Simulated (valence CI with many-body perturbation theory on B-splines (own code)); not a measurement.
# W LIII: calculated level list

Method: relativistic CI+MBPT: four valence electrons over a frozen Dirac-Fock core [Ar], radial functions for each j: 7 s, 7 p, 8 d, 6 f, 4 g, 1 h, with the one-electron correlation potential Σ1, the two-electron term Σ2, the three-electron term Σ3, Breit, model QED; selected CI, second order for the rest, scaled by the run's own slope (own B-spline code, finite nucleus).

No measured spectrum was set against this ion. As an estimate, large intervals hold to a few tenths of a per cent, small ones and those within an open d or f shell to about a per cent. Excitations out of the core, of the other parity, are not computed and may begin above about 241 eV (a cautious bound); beyond it only levels of the ground parity were kept, without lifetimes. Only levels of the ground parity were solved; by the run's estimate the other parity begins above the list, which can be wrong where configurations are misplaced.

Levels 1 to 34 of 34, with energies above the lowest level, (3d3/2^4) J=0. "Leading %" is the weight of the configuration and term that name the level; weights of strongly mixed levels are sums over their largest components and can fall short. In the jj column 3d3/2^4 stands for four electrons in 3d with j = 3/2. Lifetimes count E1, E2, E3, M1 and M2 decay at the calculated energies, and are blank where another channel may lead or the interval is too uncertain; long ones can be off by a factor of two.

| No. | Configuration | Term | J | E (cm⁻¹) | Leading % | Lifetime | Second component | Leading jj |
| --- | --- | --- | --- | --- | --- | --- | --- | --- |
| 1 | 3d4 | 3P | 0 | 0 | 60 |  | 25 % 3d4 5D | 3d3/2^4 (99 %) |
| 2 | 3d4 | 5D | 1 | 516830 | 57 | 298 ns | 43 % 3d4 3P | 3d3/2^3 3d5/2 (99 %) |
| 3 | 3d4 | 3F | 4 | 612820 | 28 |  | 24 % 3d4 1G | 3d3/2^3 3d5/2 (99 %) |
| 4 | 3d4 | 5D | 2 | 638220 | 33 | 37.8 μs | 18 % 3d4 3D | 3d3/2^3 3d5/2 (95 %) |
| 5 | 3d4 | 3F | 3 | 665590 | 31 |  | 20 % 3d4 3G | 3d3/2^3 3d5/2 (96 %) |
| 6 | 3d4 | 5D | 0 | 1103600 | 67 | 122 ns | 23 % 3d4 1S | 3d3/2^2 3d5/2^2 (98 %) |
| 7 | 3d4 | 5D | 2 | 1108100 | 54 | 171 ns | 15 % 3d4 3F | 3d3/2^2 3d5/2^2 (96 %) |
| 8 | 3d4 | 3H | 4 | 1126400 | 40 | 292 ns | 35 % 3d4 5D | 3d3/2^2 3d5/2^2 (98 %) |
| 9 | 3d4 | 5D | 3 | 1142900 | 49 | 299 ns | 31 % 3d4 3G | 3d3/2^2 3d5/2^2 (95 %) |
| 10 | 3d4 | 3H | 5 | 1172200 | 66 | 599 ns | 34 % 3d4 3G | 3d3/2^2 3d5/2^2 (100 %) |
| 11 | 3d4 | 1I | 6 | 1194900 | 53 |  | 47 % 3d4 3H | 3d3/2^2 3d5/2^2 (100 %) |
| 12 | 3d4 | 3D | 1 | 1214400 | 42 | 299 ns | 40 % 3d4 3P | 3d3/2^2 3d5/2^2 (97 %) |
| 13 | 3d4 | 3F | 3 | 1239300 | 45 | 437 ns | 23 % 3d4 3D | 3d3/2^2 3d5/2^2 (98 %) |
| 14 | 3d4 | 3G | 4 | 1242300 | 54 | 1.54 μs | 40 % 3d4 1G | 3d3/2^2 3d5/2^2 (99 %) |
| 15 | 3d4 | 3F | 2 | 1258200 | 32 | 991 ns | 30 % 3d4 3D | 3d3/2^2 3d5/2^2 (98 %) |
| 16 | 3d4 | 3F | 2 | 1360200 | 52 | 237 ns | 28 % 3d4 3P | 3d3/2^2 3d5/2^2 (97 %) |
| 17 | 3d4 | 3F | 4 | 1403400 | 66 | 851 ns | 28 % 3d4 1G | 3d3/2^2 3d5/2^2 (98 %) |
| 18 | 3d4 | 1D | 2 | 1505700 | 43 | 3.66 μs | 31 % 3d4 3P | 3d3/2^2 3d5/2^2 (95 %) |
| 19 | 3d4 | 3P | 0 | 1633800 | 55 | 667 ns | 45 % 3d4 1S | 3d3/2^2 3d5/2^2 (86 %) |
| 20 | 3d4 | 5D | 4 | 1715900 | 39 | 138 ns | 24 % 3d4 3H | 3d3/2 3d5/2^3 (97 %) |
| 21 | 3d4 | 3F | 3 | 1727100 | 42 | 124 ns | 31 % 3d4 5D | 3d3/2 3d5/2^3 (98 %) |
| 22 | 3d4 | 3D | 1 | 1768800 | 48 | 99.6 ns | 29 % 3d4 3P | 3d3/2 3d5/2^3 (98 %) |
| 23 | 3d4 | 3G | 5 | 1774700 | 66 | 250 ns | 34 % 3d4 3H | 3d3/2 3d5/2^3 (100 %) |
| 24 | 3d4 | 3H | 6 | 1779100 | 53 | 301 ns | 47 % 3d4 1I | 3d3/2 3d5/2^3 (100 %) |
| 25 | 3d4 | 3F | 2 | 1842900 | 46 | 155 ns | 38 % 3d4 3P | 3d3/2 3d5/2^3 (96 %) |
| 26 | 3d4 | 3D | 3 | 1858800 | 37 | 213 ns | 32 % 3d4 1F | 3d3/2 3d5/2^3 (99 %) |
| 27 | 3d4 | 1S | 0 | 1923600 | 75 | 283 ns | 20 % 3d4 3P | 3d3/2 3d5/2^3 (82 %) |
| 28 | 3d4 | 3F | 3 | 1981000 | 64 |  | 32 % 3d4 1F | 3d3/2 3d5/2^3 (100 %) |
| 29 | 3d4 | 3P | 1 | 1985200 | 88 |  | 9 % 3d4 3D | 3d3/2 3d5/2^3 (99 %) |
| 30 | 3d4 | 1G | 4 | 1985800 | 65 |  | 24 % 3d4 3F | 3d3/2 3d5/2^3 (98 %) |
| 31 | 3d4 | 1D | 2 | 2019400 | 61 |  | 26 % 3d4 3P | 3d3/2 3d5/2^3 (91 %) |
| 32 | 3d4 | 3F | 4 | 2378900 | 46 |  | 21 % 3d4 1G | 3d5/2^4 (98 %) |
| 33 | 3d4 | 1D | 2 | 2463100 | 33 |  | 25 % 3d4 3D | 3d5/2^4 (95 %) |
| 34 | 3d4 | 3P | 0 | 2665700 | 55 |  | 43 % 3d4 1S | 3d5/2^4 (94 %) |

The ionisation energy to 3d3 4F_3/2 of the next ion comes out as 4920.7 eV (NIST: 4927 ± 4 eV (semi-empirical)). All 34 levels together are meant to be complete up to 1940500 cm⁻¹.
